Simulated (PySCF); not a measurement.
Ligands exchanged one at a time, Al Br-SH. Gas-phase values, no solvent. One relaxed conformer stands for each flexible species; it need not be the lowest. Strings in code marks are SMILES.

All values below come from PySCF with PBE-D3(BJ)/def2-TZVP // B3LYP-D3(BJ)/def2-TZVP. Excitations are Tamm–Dancoff values on a coarser integration grid. The basis has no diffuse functions, so Rydberg states are missing or too high.

| species | S1 excitation (TDA) (eV) | S1 oscillator strength |
|---|---|---|
| 0 of 3 Br replaced by SH | (withheld) | 0.000 |
| 1 of 3 Br replaced by SH | 4.95 | 0.007 |
| 2 of 3 Br replaced by SH (`[Br][Al]([SH])[SH]` (H–S–Al–Br torsion -180°, Br–Al–S–H torsion 0°)) | (withheld) | 0.000 |
| 3 of 3 Br replaced by SH (`[SH][Al]([SH])[SH]`) | 5.05 | 0.000 |

Q: What belongs in the gaps?

A: 
- 0 of 3 Br replaced by SH, S1 excitation (TDA) (eV): 5.04
- 2 of 3 Br replaced by SH (`[Br][Al]([SH])[SH]` (H–S–Al–Br torsion -180°, Br–Al–S–H torsion 0°)), S1 excitation (TDA) (eV): 4.96
